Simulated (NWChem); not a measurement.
# GaNH₄O; SMILES [NH2][GaH][OH]

```xyz
7

Ga    -0.3328    -0.0211    -0.0001
H     -1.8806    -0.0948     0.0005
O      0.5749    -1.5608    -0.0001
H      1.5327    -1.4744     0.0017
N      0.6099     1.5252    -0.0004
H      1.6198     1.5941     0.0006
H      0.1754     2.4395     0.0030
```
Atoms are numbered in this order, from 1.

Computed with NWChem. The geometry was optimised at PBE0/def2-SVP. Total energies compare along this basis series because the functional is fixed.

| level | basis functions | energy (Ha) | highest occupied level (eV) | orbital gap (eV) | dipole (D) | relative time |
|---|---|---|---|---|---|---|
| Hartree-Fock/def2-SVP | 80 | -2054.5805 | -10.84 | 13.73 | 2.63 | 1 |
| Hartree-Fock/def2-SVPD | 113 | -2054.5992 | -11.01 | 12.50 | 2.44 | 2 |
| Hartree-Fock/def2-TZVP | 134 | -2054.9942 | -10.91 | 13.51 | 2.46 | 3 |
| Hartree-Fock/def2-TZVPP | 166 | -2054.9980 | -10.91 | 13.50 | 2.40 | 6 |

Relative times are rough (shared machine, one core).
